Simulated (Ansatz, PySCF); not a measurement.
Isomers of C4H4. Isolated molecules, 0 K electronic values unless said otherwise. Strings in code marks are SMILES.

Quantity: electronic energy of isomers of C4H4 relative to `C#CC=C`, in kcal/mol.

Level 1: B3LYP-D3(BJ)/def2-TZVP (PySCF)
Level 2: HSE06/cc-pVTZ // B3LYP-D3(BJ)/def2-TZVP (Ansatz, a first-principles code)
Level 3: PBE-D3(BJ)/def2-TZVP // B3LYP-D3(BJ)/def2-TZVP (PySCF)
Level 4: M06-2X/6-31G* // B3LYP-D3(BJ)/def2-TZVP (PySCF)

```tsv
species	level 2	level 3	level 4
`C=C1C=C1`	16.8	17.5	16.3
`C1=CC=C1`	33.5	33.7	34.5
`C=C=C=C`	3.44	0.96	5.52
```

Task: What does level 1 give for each, and how far do the other levels lie from it on average?

Result: 
- `C=C1C=C1`: 22.4
- `C1=CC=C1`: 39.1
- `C=C=C=C`: 3.58
Mean absolute difference from level 1, which has limits of its own, over these rows (drawn at random from the members that have all these levels): level 2 3.77 kcal/mol, level 3 4.27 kcal/mol, level 4 4.21 kcal/mol.
